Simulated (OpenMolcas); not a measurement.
## Re V: effect of the active space

```
Program             : OpenMolcas 26.06
Method              : MS-CASPT2 or its RAS form, IPEA 0.25 Eh, imaginary shift 0.1 Eh
Basis               : ANO-R2
Scalar Hamiltonian  : X2C, finite nucleus
Spin-orbit coupling : state interaction with AMFI integrals over the reference wave functions, term energies averaged over their components
```

A. 3 electrons in 5 orbitals (5d); 2S+1 = 4 even, 10 roots; 2S+1 = 2 even, 40 roots; closed shells correlated: 5s 5p; CASPT2 step of the order of 12 core-seconds
B. 9 electrons in 8 orbitals (RAS1 5p, at most 2 holes; RAS2 5d); 2S+1 = 4 even, 10 roots; 2S+1 = 2 even, 40 roots; closed shells correlated: 5s; CASPT2 step of the order of 40 core-seconds
C. 3 electrons in 10 orbitals (5d 6d); 2S+1 = 4 even, 10 roots; 2S+1 = 2 even, 40 roots; closed shells correlated: 5s 5p; CASPT2 step of the order of 7 core-minutes

Energies in eV above 5d³ ⁴F_3/2, the measured ground level; measured values from the list in Brasseur, Gamrath and Quinet, At. Data Nucl. Data Tables 157, 101636 (2024).

```
            Level       A       B       C  Measured
       5d³ ⁴F_3/2  0.0000  0.0000  0.0000    0.0000
       5d³ ⁴F_5/2   0.619   0.648   0.623    0.6017
       5d³ ⁴F_7/2   1.143   1.186   1.148    1.1125
5d³ ⁴F_9/2 [62 %]   1.520   1.562   1.527    1.4771
5d³ ⁴P_1/2 [63 %]   1.838   1.828   1.794    1.7761
       5d³ ²G_7/2   2.437   2.487   2.429    2.3573
5d³ ²H_9/2 [56 %]   2.571   2.611   2.567    2.4756
       5d³ ⁴P_5/2   2.676   2.722   2.679    2.5940
5d³ ²P_1/2 [63 %]   3.039   3.049   2.972    2.9346
      5d³ ²H_11/2   3.481   3.524   3.495    3.3571
    5d³ ²D_5/2(1)   3.711   3.786   3.704    3.5632
5d³ ²G_9/2 [55 %]   3.881   3.970   3.890          
5d³ ²P_3/2 [52 %]   4.190   4.242   4.136          
       5d³ ²F_5/2   4.418   4.463   4.426    4.2355
       5d³ ²F_7/2   4.459   4.510   4.462    4.2930
    5d³ ²D_3/2(2)   6.741   6.758   6.736          
    5d³ ²D_5/2(2)   6.754   6.793   6.765    6.5051
```

Deviations, from unrounded energies. A percentage is the sum of absolute deviations over the sum of measured energies, with the sign that they share, or ± where signs differ.

```tsv
Against measurement	Levels	A	B	C
mean absolute deviation (cm-1)	13	860	1200	810
fine structure of the ground term (%)	3	+2.9	+6.4	+3.3
other terms of the ground configuration (%)	10	+3.8	+4.9	+3.5
```

C lies closest to measurement on these levels and B furthest from it. The largest miss of C in the table is 5d³ ²D_5/2(2), by +2100 cm-1. The ranking rests on the paired levels alone, and a cruder setting can come out closer through cancelling errors.

The two smallest mean deviations differ by little beside CASPT2's spread within terms, so their order carries little weight.

Among A to C the level of the table that moves most is 5d³ ²P_3/2 [52 %], by 850 cm-1 (lowest in C, highest in B). Moves below CASPT2's spread within the term are not significant.

Term energies are means over components that CASPT2 splits; among the terms shown or strongly mixed into the levels shown the widest spread is 1100 cm-1 (5d³ ⁴F, B). Active for correlation alone: 5p; no level in the range computed is led by a configuration that opens it, so any true level of that kind is missing (holds for B). Active for correlation alone: 6d; no level in the range computed is led by a configuration that fills it, so any true level of that kind is missing (holds for C). Measured partners are found by configuration, term and J. A level has none where our copy of the source lacks it or the pairing is in doubt (some pairs that miss far off the trend of their configuration count as doubtful), and it then counts in no deviation. Levels of configurations outside the active space are missing. Levels that lie high or do not pair safely by name in every column are left out.

A share in square brackets marks a mixed level and gives the weight of the term that names it, the lowest over the columns. A number in round brackets counts repeated terms of one configuration in the order of the reference energies.
